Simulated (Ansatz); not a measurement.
Frontier orbitals of `[OH][In]([Br])[Br]`.

Charge 0, multiplicity 1. Correlated methods include outer-core shells of Br, In, which these sets cover unevenly. Scalar relativity is left out up to krypton. In takes the def2 core potential. All single points use the PBE0-D4/def2-TZVP geometry. It is one conformer, not always the lowest. Basis def2-TZVPP, Ansatz.

```
functional  HOMO (eV)  LUMO (eV)  gap (eV)
       PBE      -7.39      -3.47      3.92
    r2SCAN      -7.75      -3.29      4.46
      PBE0      -8.70      -2.63      6.07
     B3LYP      -8.42      -2.94      5.48
   r2SCANh      -8.22      -2.98      5.24
   r2SCAN0      -8.93      -2.52      6.41
   LC-ωPBE     -11.41      -0.44     10.97
   ωB97M-V     -10.90      -0.73     10.17
```

A quarter of exact exchange (PBE0) shifts PBE's HOMO by −1.30 eV and its LUMO by +0.84 eV; full exchange at long range (ωB97M-V) shifts them by −3.51 and +2.74 eV. The gap opens from 3.92 to 10.18 eV, since occupied levels lose self-interaction and empty ones feel all the electrons.

B3LYP here is the variant with VWN-RPA as its local correlation; programs differ in this. LC-ωPBE has ω = 0.4 bohr⁻¹.
